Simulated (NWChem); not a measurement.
# C₂H₄O₂Si; SMILES O[Si@@H]1C=CO1

```xyz
9

O     -0.0643     1.8901    -0.4216
Si     0.0705     0.4784     0.4146
C      1.0520    -0.9627    -0.1662
C     -0.1559    -1.5685    -0.2315
O     -1.1716    -0.7014     0.0678
H     -0.0276     1.8347    -1.3818
H      0.0607     0.8741     1.8393
H      2.0379    -1.3913    -0.3257
H     -0.4445    -2.6038    -0.4561
```
Atoms are numbered in this order, from 1.

Level: PBE0/def2-SVP (NWChem), optimised geometry, unscaled harmonic frequencies. 

Problem. List the harmonic frequencies with IR intensities, and the thermochemistry.

Solution. 
```csv
frequency (cm⁻¹),IR intensity (km/mol)
188,1.9
224,11.2
376,117.2
437,77.3
611,54.1
639,21.4
712,17.7
742,30.2
799,60.6
883,9.3
897,222.5
952,157.4
981,10.5
1056,100.8
1156,134.9
1302,22.6
1585,99.2
2318,111.9
3182,14.9
3302,2.2
3925,120.0
```

```
Quantity                                                                            Value
-----------------------------------------------------------------------  ----------------
zero-point energy                                                           37.5 kcal/mol
thermal correction to the enthalpy at 298.15 K (with zero-point energy)     41.5 kcal/mol
heat capacity Cv                                                         19.3 cal/(mol K)
entropy at 298.15 K and 1 atm (symmetry number 1)                        73.1 cal/(mol K)
dipole moment                                                                      1.78 D
```

Rigid rotor and harmonic oscillator.
